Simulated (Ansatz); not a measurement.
Al12N12H30⁺, a nanocrystal cut from wurtzite AlN (hydrogen-capped). Charge 1, multiplicity 2. Geometry PBE-D4/def2-SVP, that of the neutral singlet; atoms count from 1.

Cartesian coordinates in Å:
```
Al -1.6773 2.1827 2.4558
N 0.1340 2.4482 3.2577
Al -3.0348 0.7555 0.2376
N -2.9221 1.2359 -1.6639
N -1.3140 0.9789 0.9613
Al -0.1545 1.8017 -0.3272
Al 1.5965 1.5114 2.3890
N 1.5860 2.0185 0.5326
Al -1.5234 0.3483 -2.7197
N 0.0974 0.5986 -1.8004
Al 1.2088 1.4039 -3.1899
Al 3.0187 1.1278 -0.3935
N 2.9498 1.6900 -2.2509
N -3.3794 -1.1773 0.1684
Al -0.6295 -0.7049 1.5760
N 1.1359 -0.3564 2.3359
Al -2.0228 -2.2870 -0.7188
N -1.9949 -1.5503 -2.5397
N -0.3689 -1.8624 0.0682
Al 0.8079 -1.0924 -1.2371
Al 2.5489 -1.3512 1.4889
N 2.4979 -0.7237 -0.3297
Al 0.2557 -3.6258 0.6291
N 2.0193 -3.2195 1.4770
H -2.1067 3.6423 1.9239
H -2.5257 1.4320 3.6024
H 0.3338 3.4606 3.2815
H 0.0912 2.1804 4.2536
H -4.2669 1.5095 0.9233
H -2.6804 2.2456 -1.6792
H -3.8428 1.1936 -2.1285
H -0.7254 3.2294 -0.8160
H 2.9619 1.8377 3.1595
H 1.8006 3.0309 0.5027
H -1.6221 0.7967 -4.2513
H 0.6905 2.8870 -3.5502
H 1.5408 0.3339 -4.3487
H 4.4779 1.4280 0.1939
H 3.1970 2.6897 -2.3219
H 3.6910 1.2125 -2.7876
H -4.3321 -1.3883 -0.1680
H -3.3885 -1.4913 1.1581
H -1.5979 -1.3742 2.6794
H 1.0976 -0.6783 3.3191
H -2.4958 -3.8141 -0.7507
H -2.8503 -1.7879 -3.0661
H -1.2441 -2.0688 -3.0353
H 1.0424 -2.0856 -2.4867
H 3.9774 -1.2132 2.1993
H 3.2248 -1.2520 -0.8439
H -0.6527 -4.1998 1.8305
H 0.6177 -4.5379 -0.6496
H 2.0077 -3.5846 2.4424
H 2.7440 -3.7845 1.0068
```

Single mean-field runs in def2-SVP are fitted with def2-universal-jkfit.

Estimate the Mulliken populations of the heavy atoms from the PBE0/def2-SVP orbitals of Ansatz.


```tsv
atom	charge (e)	spin (α − β)
Al1	0.52	0.04
N2	-0.54	0.00
Al3	0.77	0.00
N4	-0.56	0.00
N5	-1.05	0.01
Al6	0.61	0.01
Al7	0.73	0.00
N8	-0.82	0.01
Al9	0.76	0.00
N10	-1.05	0.00
Al11	0.50	0.04
Al12	0.73	0.00
N13	-0.54	0.00
N14	-0.56	0.00
Al15	0.59	-0.01
N16	-0.82	0.00
Al17	0.77	0.00
N18	-0.56	0.00
N19	-1.05	0.01
Al20	0.61	0.01
Al21	0.73	0.00
N22	-0.82	0.01
Al23	0.52	0.04
N24	-0.54	0.00
```
Mulliken values depend strongly on the basis.

Where does the spin sit?

Summed by element: Al 0.13, N 0.04, H 0.83, of 1 unpaired in all. Largest on single atoms: H52 0.14, H25 0.14, H26 0.12.

And the Mayer bond orders between heavy atoms (over 0.3)?

Al1–N2 0.62 (2.00 Å); Al1–N5 0.62 (1.95 Å); N2–Al7 0.64 (1.94 Å); Al3–N4 0.62 (1.96 Å); Al3–N5 0.75 (1.88 Å); Al3–N14 0.62 (1.96 Å); N4–Al9 0.61 (1.96 Å); N5–Al6 0.67 (1.92 Å); N5–Al15 0.67 (1.92 Å); Al6–N8 0.67 (1.95 Å); Al6–N10 0.68 (1.92 Å); Al7–N8 0.67 (1.92 Å); Al7–N16 0.67 (1.92 Å); N8–Al12 0.66 (1.92 Å); Al9–N10 0.75 (1.88 Å); Al9–N18 0.61 (1.96 Å); N10–Al11 0.61 (1.95 Å); N10–Al20 0.68 (1.92 Å); Al11–N13 0.61 (2.00 Å); Al12–N13 0.64 (1.94 Å); Al12–N22 0.66 (1.92 Å); N14–Al17 0.62 (1.96 Å); Al15–N16 0.67 (1.95 Å); Al15–N19 0.67 (1.92 Å); N16–Al21 0.67 (1.92 Å); Al17–N18 0.62 (1.96 Å); Al17–N19 0.75 (1.88 Å); N19–Al20 0.67 (1.92 Å); N19–Al23 0.62 (1.95 Å); Al20–N22 0.67 (1.95 Å); Al21–N22 0.67 (1.92 Å); Al21–N24 0.64 (1.94 Å); Al23–N24 0.62 (2.00 Å).
